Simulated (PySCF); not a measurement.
H2S2Sn, SMILES [SH][Sn][SH] (connectivity only; charge and spin as stated), neutral, multiplicity 1.

Coordinates come from a B3LYP-D3(BJ)/def2-SVP optimisation. The def2 effective core potentials stand for the cores of Sn; spin–orbit coupling is left out. The values are those of a single conformer.

Level of theory: PySCF with CAM-B3LYP/def2-TZVPD.

Symmetry labels are those of the subgroup C2v that the program uses (full group C2v).

Computed valence orbital energies around the gap with their symmetry:
```
orbital  symmetry  energy (eV)
-------  --------  -----------
HOMO−7         B2       -21.33
HOMO−6         A1       -14.63
HOMO−5         A1       -12.51
HOMO−4         B2       -12.15
HOMO−3         B2        -9.87
HOMO−2         B1        -9.26
HOMO−1         A2        -8.52
HOMO           A1        -8.35
LUMO           B1        -1.75
LUMO+1         B2        -0.20
LUMO+2         A1         0.22
LUMO+3         A1         0.39
```
